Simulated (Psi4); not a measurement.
HO (SMILES [OH]), doublet, at a GFN2-xTB geometry. Base run: TPSS/cc-pVDZ in Psi4.

Input for Psi4:
```
memory 2 GB

molecule {
0 2
O    -0.00000000   -0.00000000   -0.10703611
H     0.00000000    0.00000000    0.85628892
}

set {
  basis cc-pvdz
  reference uks
}

energy('tpss')
print_variables()
```

The base run was repeated with changes; each row names its change, and settings that it needs were set with it.

```
change                   E (Eh)  SCF-reference dipole (D)  SCF-reference <S^2>
--------------------  ---------  ------------------------  -------------------
base                  -75.73778                      1.63                0.752
functional = pbe0     -75.65255                      1.68                0.752
functional = pbe0-dh  -75.64776                         -                0.752
functional = m06-2x   -75.70024                      1.71                0.752
functional = hse06    -75.65950                      1.68                0.752
functional = pbe      -75.64463                      1.62                0.751
functional = x3lyp    -75.70460                      1.67                0.752
functional = m06-l    -75.72569                      1.68                0.753
functional = m11      -75.70185                      1.73                0.751
functional = scan     -75.70625                      1.69                0.753
functional = tpssh    -75.73187                      1.65                0.752
functional = pw6b95   -75.81102                      1.67                0.752
functional = b97m-v   -75.71001                      1.65                0.753
```

Absolute energies of different levels of theory aren't comparable as measures of quality.

Open shells are given as the SCF converged; they aren't shown to be the lowest states, and a large step between rows can be another state.
